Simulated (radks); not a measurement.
Isoelectronic series with 38 electrons, each ion in its NIST ground configuration. All-electron calculation, Dirac Kohn-Sham, PBE, spin-unpolarised, spherical densities, finite nucleus; open shells fill j = l - 1/2 first; Fermi nuclear charge, rms radius of each element as measured or else 0.836 A^(1/3) + 0.57 fm. Program: a radial shooting solver on a logarithmic mesh with Libxc functionals. Total energies (hartree) and mean radii <r> (bohr) (* marks an orbital that is empty in some or all of the ions):

ion,configuration,E (hartree),5s1/2*,4p3/2
Sr,[Kr] 5s2,-3179.76593,4.333,1.579
Zr2+,[Kr] 4d2,-3598.18314,3.194,1.374
Nb3+,[Kr] 4d2,-3818.40407,2.806,1.282
Mo4+,[Kr] 4d2,-4045.90365,2.522,1.202
Tc5+,[Kr] 4d2,-4280.70166,2.302,1.133
Ru6+,[Kr] 4d2,-4522.81758,2.125,1.071
Rh7+,[Kr] 4d2,-4772.28267,1.978,1.017
Pd8+,[Kr] 4d2,-5029.12532,1.852,0.9687
Cd10+,[Kr] 4d2,-5565.08232,1.650,0.8854
In11+,[Kr] 4d2,-5844.27278,1.566,0.8493
Sn12+,[Kr] 4d2,-6130.98829,1.491,0.8162
Sb13+,[Kr] 4d2,-6425.27329,1.424,0.7857
Te14+,[Kr] 4d2,-6727.16894,1.363,0.7575
I15+,[Kr] 4d2,-7036.72860,1.307,0.7314
Xe16+,[Kr] 4d2,-7353.99383,1.256,0.7071
Cs17+,[Kr] 4d2,-7679.0192,1.209,0.6844
Ba18+,[Kr] 4d2,-8011.8534,1.165,0.6632
La19+,[Kr] 4d2,-8352.5548,1.125,0.6433
Ce20+,[Kr] 4d2,-8701.1772,1.087,0.6246
Pr21+,[Kr] 4d2,-9057.7811,1.052,0.6069
Nd22+,[Kr] 4d2,-9422.4252,1.019,0.5903
Pm23+,[Kr] 4d2,-9795.1674,0.9886,0.5746

Estimate the row of Ag9+ ([Kr] 4d2).

Answer. E (hartree) -5293.38098; 5s1/2* 1.744; 4p3/2 0.9250.
